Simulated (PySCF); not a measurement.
## Si (silicon, neutral) across methods

[Ne] 3s1 3p3, high-spin 5S determinant (an excited configuration). All numbers are calculated (PySCF 2.14, scalar relativity by spin-free X2C-1e, in x2c-TZVPPall with one added diffuse shell each of s, p, d type (6s6p4d1f, 51 functions)).

```json
{"method": "LC-wPBE", "E (hartree)": "-289.7368", "mean ε 2p β (eV)": "-101.62", "mean ε 3s α (eV)": "-17.980", "mean ε 3p α (eV)": "-9.189", "Σ⟨r²⟩ (bohr²)": "32.01", "⟨S²⟩": "6.000"}
{"method": "UHF", "E (hartree)": "-289.35643", "mean ε 2p β (eV)": "-115.90", "mean ε 3s α (eV)": "-19.736", "mean ε 3p α (eV)": "-9.468", "Σ⟨r²⟩ (bohr²)": "32.51", "⟨S²⟩": "6.000"}
{"method": "PBE0", "E (hartree)": "-289.7084", "mean ε 2p β (eV)": "-101.11", "mean ε 3s α (eV)": "-14.412", "mean ε 3p α (eV)": "-6.550", "Σ⟨r²⟩ (bohr²)": "32.40", "⟨S²⟩": "6.000"}
{"method": "BLYP", "E (hartree)": "-289.8164", "mean ε 2p β (eV)": "-95.898", "mean ε 3s α (eV)": "-12.151", "mean ε 3p α (eV)": "-5.098", "Σ⟨r²⟩ (bohr²)": "32.87", "⟨S²⟩": "6.000"}
{"method": "r2SCAN", "E (hartree)": "-289.8149", "mean ε 2p β (eV)": "-97.806", "mean ε 3s α (eV)": "-13.182", "mean ε 3p α (eV)": "-5.752", "Σ⟨r²⟩ (bohr²)": "32.32", "⟨S²⟩": "6.000"}
{"method": "LDA", "E (hartree)": "-288.6488", "mean ε 2p β (eV)": "-95.917", "mean ε 3s α (eV)": "-12.473", "mean ε 3p α (eV)": "-5.466", "Σ⟨r²⟩ (bohr²)": "32.88", "⟨S²⟩": "6.000"}
{"method": "PBE", "E (hartree)": "-289.6779", "mean ε 2p β (eV)": "-95.831", "mean ε 3s α (eV)": "-12.478", "mean ε 3p α (eV)": "-5.450", "Σ⟨r²⟩ (bohr²)": "32.65", "⟨S²⟩": "6.000"}
{"method": "BP86", "E (hartree)": "-289.8512", "mean ε 2p β (eV)": "-96.034", "mean ε 3s α (eV)": "-12.547", "mean ε 3p α (eV)": "-5.508", "Σ⟨r²⟩ (bohr²)": "32.63", "⟨S²⟩": "6.000"}
{"method": "wB97M-V", "E (hartree)": "-289.7892", "mean ε 2p β (eV)": "-103.56", "mean ε 3s α (eV)": "-16.614", "mean ε 3p α (eV)": "-8.290", "Σ⟨r²⟩ (bohr²)": "33.23", "⟨S²⟩": "6.000"}
```
